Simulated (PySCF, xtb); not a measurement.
B(AsH2)2(H) (As2BH5), SMILES [AsH2]B[AsH2].

GFN2-xTB run with xtb 6.7.1 at its own geometry gives an orbital gap of 2.68 eV and a dipole moment of 0.86 D.

Geometry optimised at B3LYP-D3(BJ)/def2-SVP. This is a generated structure with no PubChem entry under its InChIKey; it may be hypothetical.

**Question.** What does r2SCAN/def2-TZVPD run with PySCF give? (The exact figures need the calculation; the answer reports its results.)

**Answer.** gap 3.95 eV (levels -6.59 and -2.64 eV), dipole 0.02 D.
